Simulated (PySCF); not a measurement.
H2ClISi, SMILES `Cl[SiH2]I`, neutral singlet in the gas phase. 

Cartesian coordinates (Å):
```xyz
5

Cl    -1.4195     1.4251    -0.0839
Si    -0.1117    -0.1578     0.0104
I      2.2046     0.6223    -0.0480
H     -0.3318    -0.8682     1.2800
H     -0.3416    -1.0215    -1.1585
```
Charge 0, spin multiplicity 1.

All levels are single points at this geometry (B3LYP-D3(BJ)/def2-TZVP); Pople sets use spherical d functions. Orbital energies aren't observables, and empty levels follow the basis.

HF/6-31G* (LANL2DZ on I) in PySCF gives HOMO (eV) = -10.50.

**Question.** Estimate the HOMO (eV) from each of these levels: B3LYP-D3(BJ)/def2-TZVP in PySCF; PBE-D3(BJ)/def2-TZVP in PySCF; B3LYP/6-31G* (LANL2DZ on I) in PySCF; BP86/6-31G* (LANL2DZ on I) in PySCF; SVWN5/6-31G* (LANL2DZ on I) in PySCF.

**Answer.** 
```csv
level,HOMO (eV)
B3LYP-D3(BJ)/def2-TZVP in PySCF,-7.68
PBE-D3(BJ)/def2-TZVP in PySCF,-6.79
B3LYP/6-31G* (LANL2DZ on I) in PySCF,-7.73
BP86/6-31G* (LANL2DZ on I) in PySCF,-6.96
SVWN5/6-31G* (LANL2DZ on I) in PySCF,-6.91
```
